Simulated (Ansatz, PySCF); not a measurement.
Noncovalent pair: N2 (SMILES N#N) (first 2 atoms) with C2H6O (SMILES CCO); geometry from B3LYP-D3(BJ)/def2-TZVP.
(charge 0, multiplicity 1):
```xyz
11

N      1.144     0.987    -0.193
N      0.771     0.246     0.515
C     -1.361     0.482     3.721
C      0.094     0.119     3.970
O      0.445    -1.152     3.435
H     -1.606     1.439     4.188
H     -2.021    -0.284     4.132
H     -1.565     0.569     2.651
H      0.754     0.901     3.571
H      0.290     0.047     5.041
H      0.345    -1.113     2.478
```

Basis-set superposition error: the interaction energy with monomers in their own basis, and in the dimer's basis (counterpoise).

The values were computed with Ansatz (Gaussian basis) for Hartree–Fock, density functionals and correlated methods; PySCF for 6-31G* rows, M06-2X. Values without a source in brackets are computed.

```csv
level,uncorrected (meV),counterpoise (meV),difference
HF/aug-cc-pVTZ,6.8,12.4,5.6
SVWN5/def2-TZVPPD,-108.7,-103.3,5.4
PBE/def2-TZVPPD,-37.2,-33.1,4.1
r2SCAN/def2-TZVPPD,-40.6,-37.7,2.8
B3LYP/6-31G*,-53.7,-13.5,40.3
PBE0/def2-TZVPPD,-30.7,-27.8,2.9
BHLYP/def2-TZVPPD,-23.8,-21.4,2.4
M06-2X/def2-TZVPPD,-51.2,-48.5,2.7
SCS-MP2/aug-cc-pVDZ,-76.4,-38.8,37.6
SCS-MP2/aug-cc-pVTZ,-68.9,-44.9,24.1
```

The error is largest for B3LYP/6-31G* (40.3 meV) and smallest for BHLYP/def2-TZVPPD (2.4 meV).

Ansatz is a quantum-chemistry and plane-wave program.
